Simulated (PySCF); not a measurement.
## ZnO⁺: mean field, correlation and small terms against distance

State: ²Π, doublet, unpaired electrons π ↑. ROHF-based CCSD(T) in PySCF 2.14 with Zn aug-cc-pVDZ-PP with ECP10, O aug-cc-pVDZ and Zn aug-cc-pVTZ-PP with ECP10, O aug-cc-pVTZ (frozen core orbitals: 5; scalar-relativistic core potentials). Correlation energies are extrapolated as n⁻³ (n = 2, 3), Hartree–Fock as (n+1)·exp(−9√n). All energies in eV from Zn⁺ + O.

| R (Å) | HF/CBS | CCSD corr. | (T) | total |
| --- | --- | --- | --- | --- |
| 1.5779 | 0.940 | -1.735 | -0.2070 | -1.002 |
| 1.6496 | 0.491 | -1.688 | -0.2091 | -1.406 |
| 1.7213 | 0.282 | -1.667 | -0.2162 | -1.601 |
| 1.7930 | 0.243 | -1.668 | -0.2273 | -1.652 |
| 1.8647 | 0.323 | -1.688 | -0.2420 | -1.607 |
| 1.9544 | 0.533 | -1.735 | -0.2645 | -1.467 |
| 2.0440 | 0.818 | -1.805 | -0.2909 | -1.278 |

A fit to the total gives Re = 1.7903 Å, De = 1.652 eV, ωe = 633.0 cm⁻¹, Be = 0.4111 cm⁻¹ (masses 63.9291 and 15.9949 u).

Task: At R = 1.7930 Å the CCSD correlation energy is -0.570683 hartree in the smaller basis and -0.672478 in the larger. Extrapolate it.

Result: (3³·E3 − 2³·E2)/(3³ − 2³) = -0.71534 hartree; the larger basis holds 94.0 % of it.

The T1 diagnostic is 0.034. The state was picked by a PBE0 search and need not be the measured ground state. Spin–orbit coupling, excitations beyond (T) and corrections to the Born–Oppenheimer picture are left out.
